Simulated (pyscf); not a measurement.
# Addition across a multiple bond or ene-type step: HAs=AsH (SMILES [AsH]=[AsH]) + AsH₃ (SMILES [AsH3]) -> H₂As–AsH–AsH₂ (SMILES [AsH2][AsH][AsH2])

Gas phase, singlet surface, charge 0. Bonds broken: As5–H6. Bonds formed: As1–As5, As2–H6. Structures and frequencies: ωB97X-D3(BJ)/def2-SVP in PySCF.

Transition state (Å):

```xyz
8

As    -0.1086    -1.2373     0.4918
As    -1.4373     0.6262     0.8776
H     -1.1768    -2.0472    -0.2314
H     -2.6824     0.1150     0.1731
As     0.4191     0.7620    -1.9843
H     -0.8634     1.3768    -0.5534
H      1.0111     0.8432    -0.6061
H     -0.7022    -0.2008    -1.7259
```

One imaginary mode, 941i cm⁻¹; descent along it reached the two sides named.

```json
[
 {"bond": "As5–H6", "change": "breaks", "reactant side (Å)": "1.520", "saddle": "2.017", "product side": "3.8"},
 {"bond": "As1–As5", "change": "forms", "reactant side (Å)": "5.1", "saddle": "3.2", "product side": "2.413"},
 {"bond": "As2–H6", "change": "forms", "reactant side (Å)": "3.2", "saddle": "1.715", "product side": "1.519"}
]
```

Electronic energies relative to the separated reactants (kcal/mol):

```json
[
 {"level": "ωB97X-D3(BJ)/def2-TZVP", "barrier": "38.3", "reaction energy": "-33.5", "reverse barrier": "71.8"},
 {"level": "PBE/def2-TZVP", "barrier": "30.1", "reaction energy": "-23.7", "reverse barrier": "53.8"},
 {"level": "r²SCAN/def2-TZVP", "barrier": "33.1", "reaction energy": "-25.8", "reverse barrier": "58.9"},
 {"level": "B3LYP-D3(BJ)/def2-TZVP", "barrier": "33.5", "reaction energy": "-25.2", "reverse barrier": "58.7"},
 {"level": "PBE0-D3(BJ)/def2-TZVP", "barrier": "32.1", "reaction energy": "-28.7", "reverse barrier": "60.9"},
 {"level": "M06-2X/def2-TZVP", "barrier": "37.9", "reaction energy": "-26.6", "reverse barrier": "64.5"},
 {"level": "ωB97M-D3(BJ)/def2-TZVP", "barrier": "39.7", "reaction energy": "-25.5", "reverse barrier": "65.2"},
 {"level": "HF/def2-TZVP", "barrier": "62.5", "reaction energy": "-21.2", "reverse barrier": "83.7"}
]
```

With ωB97M-D3(BJ)/def2-TZVP energies and thermal terms (ideal gas, 1 atm, RRHO with modes under 100 cm⁻¹ raised to 100, one conformer, R ln 2 for chiral ones without a mode under 150 cm⁻¹), in kcal/mol:

| T (K) | ΔH‡ | ΔG‡ | ΔH | ΔG |
|---|---|---|---|---|
| 298 | 39.3 | 49.9 | -23.9 | -14.5 |
| 600 | 39.9 | 60.4 | -23.0 | -5.3 |
| 900 | 40.6 | 70.5 | -21.8 | +3.2 |
| 1200 | 41.4 | 80.4 | -20.7 | +11.4 |

From the product side, AsH₂• + •HAs–AsH₂ lies, by one bond made or cut, 16.9 kcal/mol under this saddle at ωB97M-D3(BJ)/def2-TZVP. One saddle was located; it need not be the lowest between these sides. One closed-shell reference is unstable to symmetry breaking; treat the single-reference values with care. Elements up to Kr have no core potential and no relativistic terms here.
